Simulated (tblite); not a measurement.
Species: C7H7NS2.
Geometry (GFN2-xTB, Å), atoms numbered from 1 in this order:
```
atom  x, y, z in Å
C1     3.3521   -0.2645    0.2087
S2     1.8434   -1.0930   -0.3553
C3     0.5929    0.0470    0.1329
C4     0.7516    1.2310    0.7838
S5    -0.7424    2.0753    1.0884
C6    -1.6315    0.8044    0.3219
C7    -2.9485    0.4340   -0.0054
C8    -2.8471   -0.7758   -0.6439
N9    -1.5389   -1.1587   -0.7217
C10   -0.7782   -0.1995   -0.1328
H11    3.4501    0.6944   -0.2915
H12    3.3201   -0.1421    1.2872
H13    4.1747   -0.9164   -0.0687
H14    1.6579    1.6919    1.1191
H15   -3.8464    0.9796    0.1996
H16   -3.6249   -1.3922   -1.0498
H17   -1.1919   -2.0035   -1.1428
```

Computed values, GFN2-xTB/tblite, gas phase, harmonic and unscaled. The method is semi-empirical: single wavenumbers can be off by several per cent or more. One conformer, not necessarily the lowest.

Harmonic wavenumbers (cm⁻¹): 34.9, 143.0, 148.9, 193.2, 228.5, 230.6, 265.3, 399.8, 435.1, 466.6, 504.4, 532.5, 585.2, 622.2, 640.6, 695.1, 736.8, 768.8, 805.9, 821.1, 863.1, 901.2, 943.4, 956.4, 1033.9, 1082.0, 1119.8, 1169.3, 1208.7, 1313.9, 1324.7, 1407.6, 1412.1, 1447.4, 1450.1, 1485.6, 1509.1, 1545.0, 3029.4, 3035.5, 3058.0, 3160.9, 3175.6, 3186.5, 3488.0.

A = 1761, B = 796.8, C = 550.5 MHz; mass 169.002 u (most abundant isotopes); point group Cs, symmetry number 1.

Question: What is the zero-point energy?

Answer: ½Σν̃ = 26783 cm⁻¹ = 76.58 kcal/mol.

Question: Give the ideal-gas entropy at 298.15 K and 1 bar in the rigid-rotor, harmonic-oscillator model (classical rotation).

Answer: Translation 41.31, rotation 30.41, vibration 25.80: S = 97.5 cal/(mol K).

Question: And Cp and H(298.15 K) − H(0)?

Answer: Cp = 38.21 cal/(mol K), of which vibrations give 30.26 (their classical limit is 45 R = 89.4); H(298.15 K) − H(0) = 6.63 kcal/mol without the zero-point energy, 4.26 from vibrations.

Question: What must be added to the electronic energy to get the Gibbs energy at 298.15 K and 1 bar?

Answer: ZPE + [H(298.15 K) − H(0)] − T·S = 76.58 + 6.63 − 29.07 = 54.14 kcal/mol.

Question: Blend soft modes into free rotors: weight 1/[1 + (100 cm⁻¹/ν̃)⁴] for the oscillator and the rest for a rotor with moment μB/(μ + B), μ = h/(8π²ν), B = 10⁻⁴⁴ kg m². What vibrational entropy results?

Answer: 24.13 cal/(mol K) in place of 25.80, which changes −T·S at 298.15 K by +0.50 kcal/mol.

Question: Which modes carry the vibrational entropy at 298.15 K?

Answer: 34.9 cm⁻¹: 5.53; 143.0 cm⁻¹: 2.76; 148.9 cm⁻¹: 2.69; 193.2 cm⁻¹: 2.20; 228.5 cm⁻¹: 1.89; 230.6 cm⁻¹: 1.87 cal/(mol K); the other 39 give 8.86 together.

Question: How do the functions run with temperature in this model?

Answer: 
| T (K) | S (cal/(mol K)) | Cp (cal/(mol K)) | H − H(0) (kcal/mol) | G − H(0) (kcal/mol) | ln q(vib) |
| --- | --- | --- | --- | --- | --- |
| 100 | 69.6 | 16.8 | 1.18 | -5.78 | 1.36 |
| 200 | 84.5 | 27.6 | 3.39 | -13.51 | 3.49 |
| 300 | 97.8 | 38.4 | 6.70 | -22.63 | 5.84 |
| 500 | 121.7 | 55.7 | 16.23 | -44.63 | 10.76 |
| 800 | 151.5 | 70.6 | 35.42 | -85.79 | 17.93 |
| 1000 | 168.0 | 76.7 | 50.19 | -117.78 | 22.34 |

q(vib) and H(0) count from the zero-point level.

Hindered rotation and anharmonicity are outside this model. Other conformers, if any are populated, would add a mixing term that is left out.

The run took 1.3 s of wall time on one thread of an Arm Neoverse N1 (shared host). This covers the Hessian and the dipole derivatives.
